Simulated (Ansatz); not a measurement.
CH₃FSn, singlet, at a GFN2-xTB geometry (such geometries of metal compounds can be far from the true shape) (all electrons, no relativity), with bond 4-3 at 1.4 times its length; SC-NEVPT2/STO-3G, CASSCF(6,5) run with Ansatz (an electronic-structure program).

Input for Ansatz:
Ansatz 0.2 input:
```yaml
crystal:
  periodic: [false, false, false]
  atoms:
    - {symbol: Sn, position_ang: [0.00308051, -0.06999553, 0.39894181]}
    - {symbol: F, position_ang: [-0.51616396, -1.35906979, -1.12469428]}
    - {symbol: C, position_ang: [0.47150586, 1.65299782, -1.00287197]}
    - {symbol: H, position_ang: [0.55215234, 3.02300995, -0.32578431]}
    - {symbol: H, position_ang: [-0.29360930, 1.70487742, -1.78182082]}
    - {symbol: H, position_ang: [1.42691372, 1.47696210, -1.50655149]}
basis:
  gaussian:
    orbitals: STO-3G
magnetization: {spin_polarized: false}
correlation: {method: sc_nevpt2, electrons: all, active_space: {window: {electrons: 6, orbitals: 5}}}
```

Output, abridged:

```
Functional definition: HF
541 factors; integrals over basis functions are off by at most 4.7e-5 eV
mean field evaluation 1: about -165996.4678 eV, gradient 1.8e1 eV
mean field evaluation 2: about -165996.5425 eV, gradient 1.8e1 eV
mean field evaluation 4: about -165998.9751 eV, gradient 2.0e0 eV
mean field evaluation 8: about -165999.0227 eV, gradient 8.0e-2 eV
mean field -165999.02273779 eV, -6100.3515674349 hartree, gradient 2.7e-6 eV, S^2 0.000000; 0 other end points of the search recorded, 0 dependent functions left out; unrestricted orbitals would lower it
reference -165999.02273779 eV, -6100.3515674349 hartree; 34, 34 occupied and 6, 6 virtual orbitals, 541 factors
state -166000.88740437 eV, -6100.4200926678 hartree
state -166000.88740437 eV, -6100.4200926678 hartree; corrected -166002.82079512 eV, -6100.4911434673 hartree
state -166000.56789878 eV, -6100.4083510540 hartree
state -166000.56789878 eV, -6100.4083510540 hartree; corrected -166002.87606545 eV, -6100.4931746147 hartree
state -166000.56789878 eV, -6100.4083510540 hartree; corrected -166002.87606545 eV, -6100.4931746147 hartree
the orbitals are reached from a further start. From the first start the search ends at -166000.88731165 eV, -6100.4200892605 hartree
WARN: the results are in doubt because another end's mean lies 0.320 eV lower, and its corrected mean 0.055 eV higher
Total energy: -166002.87606545 eV, -6100.4931746147 hartree
In doubt: another end's mean lies 0.320 eV lower, and its corrected mean 0.055 eV higher
```
